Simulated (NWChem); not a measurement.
System: C₂H₃BO₃; SMILES O=CB1OCO1

The following NWChem deck was run.

```
start job
memory heap 200 mb stack 900 mb global 1100 mb
geometry units angstroms noautosym nocenter noautoz
  O     -0.513962     2.355060     0.186651
  C      0.374637     1.541269     0.276318
  B      0.117680    -0.018936     0.101255
  O     -1.028225    -0.733781    -0.161046
  C     -0.155692    -1.851477    -0.099124
  O      1.003062    -1.074234     0.171195
  H      1.427142     1.874968     0.490200
  H     -0.404529    -2.535533     0.728166
  H     -0.087101    -2.386006    -1.060338
end
basis spherical
  * library 6-31+g*
end
dft
  xc hfexch
  iterations 150
end
property
  response 1 0.0
end
task dft property
```

Excerpt of the output:

```
             Northwest Computational Chemistry Package (NWChem) 7.3.0
             --------------------------------------------------------

                             Geometry "geometry" -> ""
                             -------------------------

 Output coordinates in angstroms (scale by  1.889725989 to convert to a.u.)

  No.       Tag          Charge          X              Y              Z
 ---- ---------------- ---------- -------------- -------------- --------------
    1 O                    8.0000    -0.51396200     2.35506000     0.18665100
    2 C                    6.0000     0.37463700     1.54126900     0.27631800
    3 B                    5.0000     0.11768000    -0.01893600     0.10125500
    4 O                    8.0000    -1.02822500    -0.73378100    -0.16104600
    5 C                    6.0000    -0.15569200    -1.85147700    -0.09912400
    6 O                    8.0000     1.00306200    -1.07423400     0.17119500
    7 H                    1.0000     1.42714200     1.87496800     0.49020000
    8 H                    1.0000    -0.40452900    -2.53553300     0.72816600
    9 H                    1.0000    -0.08710100    -2.38600600    -1.06033800

 Effective nuclear repulsion energy (a.u.)     209.9441453531

  xc_inp: hfexch multiplicative factor not found.
                              NWChem Property Module
                              ----------------------

                                 NWChem DFT Module
                                 -----------------

 Summary of "ao basis" -> "ao basis" (spherical)
 ------------------------------------------------------------------------------
       Tag                 Description            Shells   Functions and Types
 ---------------- ------------------------------  ------  ---------------------
 O                          6-31+g*                  8       18   4s3p1d
 C                          6-31+g*                  8       18   4s3p1d
 B                          6-31+g*                  8       18   4s3p1d
 H                          6-31+g*                  2        2   2s

            General Information
            -------------------
          SCF calculation type: DFT
          Wavefunction type:  closed shell.
          No. of atoms     :     9
          No. of electrons :    44
           Alpha electrons :    22
            Beta electrons :    22
          Charge           :     0
          Spin multiplicity:     1
          Use of symmetry is: off; symmetry adaption is: off
          Maximum number of iterations: 150
          AO basis - number of functions:   114
                     number of shells:    54
          Convergence on energy requested:  1.00D-06
          Convergence on density requested:  1.00D-05
          Convergence on gradient requested:  5.00D-04

              XC Information
              --------------
                     Hartree-Fock (Exact) Exchange  1.000

      Superposition of Atomic Density Guess
      -------------------------------------

 Sum of atomic energies:        -325.62180404

      Non-variational initial energy
      ------------------------------

 Total energy =    -328.519984
 1-e energy   =    -860.603560
 2-e energy   =     322.139431
 HOMO         =      -0.305705
 LUMO         =      -0.093109

   convergence    iter        energy       DeltaE   RMS-Dens  Diis-err
 ---------------- ----- ----------------- --------- --------- ---------
 d= 0,ls=0.0,diis     1   -326.6325591944 -5.37D+02  9.75D-03  1.39D+00
 d= 0,ls=0.0,diis     2   -326.7328584301 -1.00D-01  4.32D-03  7.20D-01
 d= 0,ls=0.0,diis     3   -326.7987942132 -6.59D-02  1.03D-03  1.29D-02
 d= 0,ls=0.0,diis     4   -326.8008645797 -2.07D-03  4.36D-04  3.19D-03
 d= 0,ls=0.0,diis     5   -326.8012723071 -4.08D-04  1.81D-04  1.83D-04
  Resetting Diis
 d= 0,ls=0.0,diis     6   -326.8013371144 -6.48D-05  1.23D-04  6.37D-05
 d= 0,ls=0.0,diis     7   -326.8013569840 -1.99D-05  2.71D-05  6.29D-06
 d= 0,ls=0.0,diis     8   -326.8013583599 -1.38D-06  9.84D-06  1.52D-06
 d= 0,ls=0.0,diis     9   -326.8013588008 -4.41D-07  1.78D-05  9.48D-07
 d= 0,ls=0.0,diis    10   -326.8013590892 -2.88D-07  1.76D-06  2.37D-08

         Total DFT energy =     -326.801359089172
      One electron energy =     -863.546019089861
           Coulomb energy =      366.903377094921
    Exchange-Corr. energy =      -40.102862447293
 Nuclear repulsion energy =      209.944145353060

 Numeric. integr. density =        0.000000000000

                       DFT Final Molecular Orbital Analysis
                       ------------------------------------

 Vector   20  Occ=2.000000D+00  E=-5.223719D-01
              MO Center=  9.0D-02, -9.2D-01,  2.2D-02, r^2= 1.7D+00
   Bfn.  Coefficient  Atom+Function         Bfn.  Coefficient  Atom+Function
  ----- ------------  ---------------      ----- ------------  ---------------
    95      0.468252  6 O  pz                59     -0.421470  4 O  pz
    99      0.357660  6 O  pz                63     -0.319142  4 O  pz
    93     -0.083818  6 O  px                57      0.074050  4 O  px
    97     -0.063971  6 O  px                61      0.056128  4 O  px
   103      0.050096  6 O  pz                67     -0.041963  4 O  pz

[...]

 DFT Linear Response polarizability / au
 Frequency  =       0.0000000 / au
              X              Y              Z
 -----------------------------------------------
 X      37.1921413     -1.9539500      1.5564743
 Y      -1.9539511     48.1409985      1.3687194
 Z       1.5564769      1.3687101     27.8740102
 -----------------------------------------------
 Eigenvalues =      37.1855511     48.5367779     27.4848210
 Isotropic   =      37.7357167
 Anisotropic =      18.2501974
 -----------------------------------------------

 Magnetic Dipole Response Matrix (nonzero elements):

 Exiting AOResponse driver routine
```

Level: Hartree-Fock/6-31+G* (spherical d). Coordinates come from a PBE0/def2-SVP optimisation.
